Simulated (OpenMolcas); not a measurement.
# Co7+: the spin-orbit constant, worked from levels

- Program: OpenMolcas
- Basis: ANO-R1 [5s3p2d1f]
- Scalar Hamiltonian: X2C, finite nucleus
- Active space: 2 electrons in 5 orbitals (3d)
- State averaging: 2S+1 = 3 even, 10 roots; 2S+1 = 1 even, 15 roots
- Spin-orbit coupling: RASSI with atomic mean-field integrals over the reference wave functions, term energies averaged over their components

Methods: CASSCF; SS-CASPT2, IPEA 0.25 Eh, imaginary shift 0.1 Eh (closed shells correlated: 3s 3p). Measured levels: Sugar and Corliss, J. Phys. Chem. Ref. Data 10, 1097 (1981).

**The spin-orbit constant.** For the Hund term ³F of d2, E(J) = (A/2) J(J+1) + constant and ζ = 2S·A = 2A. From J = 2 to J = 4 the energy changes by 7 A.

| Source | E(4) - E(2) | A | ζ |
| --- | --- | --- | --- |
| CASSCF | 2947.9 | 421.1 | 842 |
| SS-CASPT2 | 2957.1 | 422.4 | 845 |
| measured | 3144.0 | 449.1 | 898 |

All in cm-1. SS-CASPT2 is off by -5.9 % and CASSCF by -6.2 %. Both methods take the spin-orbit matrix elements from the reference wave functions, so the second can move ζ only through the term energies and any multistate remixing. Second-order mixing with other terms is absorbed into this ζ.

Term energies are means over components that CASPT2 splits; among the terms shown or strongly mixed into the levels shown the widest spread is 440 cm-1 (3d² ³F, SS-CASPT2). The basis is small and was not contracted for so high a charge. Without dynamic correlation excited terms often stand tens of per cent too high (terms of higher spin than the ground term too low), and those without a measured partner can miss by more than the paired ones (holds for CASSCF). Measured partners are found by configuration, term and J. A level has none where our copy of the source lacks it or the pairing is in doubt (some pairs that miss far off the trend of their configuration count as doubtful), and it then counts in no deviation. Levels of configurations outside the active space are missing.
